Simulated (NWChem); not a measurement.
# MoNHOClF; SMILES [Mo](=[O])([F])([Cl])=[NH]

All runs: NWChem. All runs use the structure optimised with PBE0/def2-SVP (def2 core potentials past Kr).

Question: Predict the results for PBE0/STO-3G, non-relativistic. Quantities: highest occupied level (eV); orbital gap (eV); dipole (D).

Answer: 
* **highest occupied level (eV)**: -5.49
* **orbital gap (eV)**: 6.25
* **dipole (D)**: 2.73
